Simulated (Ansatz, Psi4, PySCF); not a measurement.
C₃H₉Si (SMILES [CH2][SiH](C)C), doublet, at a GFN2-xTB geometry. Base run: BHANDHLYP/STO-3G (PySCF).

Geometry (Å):
```xyz
13

C     -0.1335     1.7624     0.4044
Si    -0.0430     0.0872    -0.3717
C     -1.4528    -1.0067     0.2945
C      1.6470    -0.7045     0.0059
H     -1.0626     2.2167     0.7010
H      0.7361     2.3708     0.5805
H     -0.1911     0.1814    -1.8412
H     -1.4450    -1.9878    -0.1709
H     -2.4195    -0.5562     0.0926
H     -1.3751    -1.1513     1.3682
H      2.4566    -0.0786    -0.3561
H      1.7447    -1.6748    -0.4719
H      1.7937    -0.8474     1.0727
```
Charge 0, spin multiplicity 2.
Orbitals are unrestricted.
All else is at PySCF's defaults.

The same geometry, method and basis name were run in Ansatz (a program for electronic structure) and Psi4 and PySCF, at each program's defaults and at the settings that a row names. The base is PySCF at its defaults. Differences at the defaults can come from grids, fitting, cores and function types together.

| code and settings | ΔE vs base (µEh) | basis functions | E (Eh) | SCF cycles | dipole (D) |
|---|---|---|---|---|---|
| PySCF, defaults (exact integrals, its default grid, spherical functions) | 0.0 | 33 | -404.36023 | 9 | 0.04 |
| Psi4, defaults (density fitting with its default set, its default grid, spherical functions) | -1177 | 33 | -404.36141 | 8 | 0.04 |
| Ansatz, defaults (factorised integrals, its default grid, spherical functions) | 11.2 | 33 | -404.36022 | - | - |
| PySCF, density fitting with def2-universal-jkfit | -1180 | 33 | -404.36141 | 9 | 0.04 |
| PySCF, fine grid | 0.3 | 33 | -404.36023 | 9 | 0.04 |
| Psi4, exact integrals, spherical functions, fine grid | 1.1 | 33 | -404.36023 | 11 | 0.04 |
| Ansatz, high accuracy | 0.8 | 33 | -404.36023 | - | - |

Open shells are given as the SCF converged; they aren't shown to be the lowest states, and a large step between rows can be another state.
